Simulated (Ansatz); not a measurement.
`[F][Sn]([SeH])([SeH])[SeH]`. The species carries charge 0 and has multiplicity 1. Sn takes the def2 core potential. All single points use the PBE0-D4/def2-TZVP geometry. It is one conformer, not always the lowest.

```xyz
8

F     1.823    0.274    0.680
Sn    0.130   -0.251   -0.067
Se    0.390   -0.538   -2.546
Se   -1.339    1.676    0.609
Se   -0.459   -2.474    0.930
H    -0.199    0.792   -2.758
H    -0.123    2.460    0.874
H    -0.223   -1.939    2.279
```

Task: What is the dipole moment at r2SCAN/def2-TZVPP? (An estimate is asked.)

Result: Computed: 1.54 D, with components (-1.46, 0.40, -0.24) D in this frame, pointing from negative to positive charge.

Task: And with PBE, B3LYP, ωB97M-V? (Best estimate.)

Result: Ansatz gave: PBE 1.52 D, B3LYP 1.64 D, ωB97M-V 1.61 D.

Task: Give the Mulliken charges with r2SCAN, PBE, B3LYP in def2-TZVPP. (Best estimate.)

Result: Ansatz gave: 
```json
{"atom": "F1", "r2SCAN": "-0.46", "PBE": "-0.42", "B3LYP": "-0.47"}
{"atom": "Sn2", "r2SCAN": "0.95", "PBE": "0.88", "B3LYP": "0.96"}
{"atom": "Se3", "r2SCAN": "-0.25", "PBE": "-0.23", "B3LYP": "-0.24"}
{"atom": "Se4", "r2SCAN": "-0.26", "PBE": "-0.25", "B3LYP": "-0.25"}
{"atom": "Se5", "r2SCAN": "-0.25", "PBE": "-0.24", "B3LYP": "-0.24"}
{"atom": "H6", "r2SCAN": "0.09", "PBE": "0.08", "B3LYP": "0.08"}
{"atom": "H7", "r2SCAN": "0.10", "PBE": "0.09", "B3LYP": "0.09"}
{"atom": "H8", "r2SCAN": "0.09", "PBE": "0.08", "B3LYP": "0.08"}
```

B3LYP here is the variant with VWN-RPA as its local correlation; programs differ in this.
